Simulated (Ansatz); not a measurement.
CH$_{7}$BSSi, SMILES `CB[SiH2]S`. Charge 0, multiplicity 1. The structure was optimised at the PBE0-D4/def2-TZVP level. It is one conformer, not always the lowest.

```xyz
11

C     0.431   -0.839    1.539
B     0.583   -0.888    0.000
Si   -0.181    0.487   -1.261
S    -1.159    2.009   -0.102
H     1.229   -1.341    2.092
H    -0.476   -1.446    1.716
H     0.226    0.142    1.971
H     1.133   -1.829   -0.506
H    -1.146   -0.137   -2.212
H     0.907    1.087   -2.088
H    -1.546    2.755   -1.150
```

Task: What is the dipole moment at PBE/def2-TZVPP? (Estimate.)

Result: Ansatz gave: 0.74 D, with components (0.23, -0.68, 0.16) D in this frame, pointing from negative to positive charge.

Task: And with r2SCAN, B3LYP, ωB97M-V? (Estimate.)

Result: Computed: r2SCAN 0.76 D, B3LYP 0.77 D, ωB97M-V 0.77 D.

Task: Give the Mulliken charges with PBE, B3LYP, r2SCAN in def2-TZVPP. (An estimate is asked.)

Result: Computed: 
```csv
atom,PBE,B3LYP,r2SCAN
C1,-0.29,-0.27,-0.20
B2,0.06,0.05,0.06
Si3,0.15,0.20,0.27
S4,-0.27,-0.29,-0.30
H5,0.11,0.11,0.08
H6,0.11,0.09,0.07
H7,0.11,0.11,0.07
H8,0.02,0.04,0.00
H9,-0.06,-0.07,-0.08
H10,-0.06,-0.07,-0.08
H11,0.11,0.11,0.11
```

B3LYP here is the variant with VWN-RPA as its local correlation; programs differ in this.
